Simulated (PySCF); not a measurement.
C₄H₉FSi, SMILES [C@@H]1(C[C@]1([SiH3])F)C.

Geometry: PBE-D3(BJ)/def2-SVP. The structure was generated by enumeration; whether it is a known compound was not checked.

Vertical ionisation energy (IE) and electron affinity (EA) in eV. Rows of orbital energies are one-electron estimates. Where ΔSCF, EOM or ADC give a negative EA the extra electron is unbound and the value depends on the basis.

```csv
level,IE,EA
"−ε(HOMO), −ε(LUMO), PBE0/def2-TZVP (PySCF)",7.87,-0.68
"−ε(HOMO), −ε(LUMO), PBE/def2-TZVP (PySCF)",[?],[?]
```

Q: Fill in the missing entries. (The exact figures need the calculation; the answer reports its results.)

A: 
- −ε(HOMO), −ε(LUMO), PBE/def2-TZVP (PySCF), IE: 6.53
- −ε(HOMO), −ε(LUMO), PBE/def2-TZVP (PySCF), EA: 0.19
